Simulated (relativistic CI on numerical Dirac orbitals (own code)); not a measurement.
**Hyperfine structure of Pm56+, mass number 147**

Computed by Dirac-Coulomb-Breit CI, KLI orbitals optimised for each configuration, model QED (radiative potential, 1s self-energy scaled to tabulated hydrogen-like ionisation energies), unscaled Slater integrals (own radial code, finite nucleus).

CI space (outside the closed core 1s2): 2s2 2p, 2s 2p2, 2p3, 2p2 3s, 2p2 3p, 2p2 3d, 2s2 3s, 2s2 3p, 2s2 3d, 2s 2p 3s, 2s 2p 3p, 2s 2p 3d, 2s2 4s, 2s2 4p, 2s2 4d, 2s2 4f. Levels of other configurations are missing.

Nuclear spin I = 7/2, μ = 2.58 μN, Q = 0.74 b (tables of Stone and Pyykkö). The electronic factors are computed for point nuclear moments, without core polarisation or the Bohr-Weisskopf and QED corrections.

```csv
Level,E (10³ cm⁻¹),A (GHz),B (GHz)
2s2 2p 2P°_1/2,0.0,2465,
2s 2p2 4P_1/2,1593.1,7552,
2s2 2p 2P°_3/2,4951.2,343.7,659
2s 2p2 4P_3/2,6058.8,1909,520
2s 2p2 2D_5/2,6348.7,2224,509
2s 2p2 2P_1/2,6811.2,-2661,
2s 2p2 2D_3/2,6821.8,17.43,374
2s 2p2 4P_5/2,11158.1,1822,148
```

Levels with J = 0, under 50 % of one LS term, or S terms without an open s electron are left out. Small factors come from cancelling terms and can be off by tens of per cent or more.

At this charge energies of transitions that change n are usually good to better than 1 %, and those within a shell (Δn = 0) to a few per cent.

Give the hyperfine levels of 2s2 2p 2P°_1/2 relative to its centre of gravity.

With K = F(F + 1) − I(I + 1) − J(J + 1), E = AK/2: F = 3: -5546, F = 4: 4313 GHz.

LS names give the leading component of a level, which can be under half, so a name can repeat, a term be missing and a line seem to break the LS rules.
